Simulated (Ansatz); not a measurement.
`[Br][GaH][Br]` and `[Br][AlH][Br]` differ in one element.

Ansatz, PBE0-D4/def2-TZVP geometries, multiplicity 1. 

Scalar relativity is left out up to krypton.

```csv
property,`[Br][GaH][Br]`
size of the dipole moment (ωB97M-V/def2-TZVPP) / D,1.49
zero-point energy (PBE0-D4/def2-TZVP) / kJ/mol,22.6
LUMO energy (PBE0/def2-TZVPP) / eV,-1.88
HOMO energy (B3LYP/def2-TZVPP) / eV,-8.23
HOMO energy (PBE/def2-TZVPP) / eV,-7.24
size of the dipole moment (B3LYP/def2-TZVPP) / D,1.41
```

(1) What does the change do to each property? (An estimate is asked.)

Results:

(1) Ansatz gave: 
```tsv
property	`[Br][AlH][Br]`	shift
size of the dipole moment (ωB97M-V/def2-TZVPP) / D	0.93	-0.56
zero-point energy (PBE0-D4/def2-TZVP) / kJ/mol	24.0	1.4
LUMO energy (PBE0/def2-TZVPP) / eV	-1.65	0.23
HOMO energy (B3LYP/def2-TZVPP) / eV	-8.37	-0.14
HOMO energy (PBE/def2-TZVPP) / eV	-7.38	-0.14
size of the dipole moment (B3LYP/def2-TZVPP) / D	0.88	-0.53
```

With PBE0 the HOMO falls by 0.15 eV and the LUMO rises by 0.23 eV, so the gap widens by about 0.38 eV. PBE moves the HOMO by -0.14 eV and ωB97M-V by -0.15 eV. Dipoles are sizes alone; their direction can turn.

B3LYP here is the variant with VWN-RPA as its local correlation; programs differ in this.

Spin–orbit coupling is left out; it splits and shifts lone-pair levels of the heavy atoms by tenths of an eV.
